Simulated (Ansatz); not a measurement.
Mulliken charges of `[NH2][GaH]` radical from B3LYP/def2-TZVPP in Ansatz (PBE0-D4/def2-TZVP geometry).

| atom | x (Å) | y (Å) | z (Å) | charge (e) |
| --- | --- | --- | --- | --- |
| N1 | -0.212 | -0.684 | 0.065 | -0.381 |
| Ga2 | 0.815 | 0.783 | 0.417 | 0.165 |
| H3 | -0.947 | -0.701 | -0.625 | 0.136 |
| H4 | -0.115 | -1.569 | 0.532 | 0.139 |
| H5 | 0.508 | 2.098 | -0.430 | -0.059 |

**Question.** By hand: the dipole of these point charges (1 e Å = 4.8032 D).

**Answer.** Σ q r = (0.040, -0.047, 0.058) e Å, of length 0.085 e Å = 0.41 D.

**Question.** How does the dipole of the full density compare? (Estimate.)

**Answer.** Ansatz gave: (-0.085, -0.183, -0.003) e Å, 0.97 D; the point charges give 0.42 times that, at 73° from its direction.

Point charges leave out the atoms' own dipoles, such as those of lone pairs, and Mulliken's split depends on the basis, so the two needn't agree.

B3LYP here is the variant with VWN-RPA as its local correlation; programs differ in this.
